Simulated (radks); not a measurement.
Task: Valence configurations of the lead ion Pb3+ (all share [Xe]). All-electron calculation, Dirac Kohn-Sham, PBEsol, spin-unpolarised, spherical densities, point nucleus; open shells fill j = l - 1/2 first. Program: a radial shooting solver on a logarithmic mesh with Libxc functionals. Order these by energy: 4f13 5d10 6s1 6p1; 4f14 5d9 6s1 6p1; 4f13.5 5d9 6s1.5 6p1; 4f13.5 5d7 6s1.5 6p3; 4f12.5 5d8 6s1.5 6p3; 4f12.5 5d10 6s1.5 6p1; 4f14 5d10 6p1; 4f14 5d9 6s2; 4f13.5 5d10 6s1.5; 4f14 5d10 6s1.

Result: From the lowest, in eV above it: 4f14 5d10 6s1 0.000; 4f14 5d10 6p1 9.462; 4f14 5d9 6s2 11.644; 4f14 5d9 6s1 6p1 21.445; 4f13.5 5d10 6s1.5 62.766; 4f13.5 5d9 6s1.5 6p1 86.011; 4f13 5d10 6s1 6p1 139.53; 4f13.5 5d7 6s1.5 6p3 143.70; 4f12.5 5d10 6s1.5 6p1 210.72; 4f12.5 5d8 6s1.5 6p3 272.09. NIST lists [Xe] 4f14 5d10 6s1 as the ground configuration; this level of theory agrees among the configurations tried. The energies are those of spherical spin-averaged densities, not of single terms.
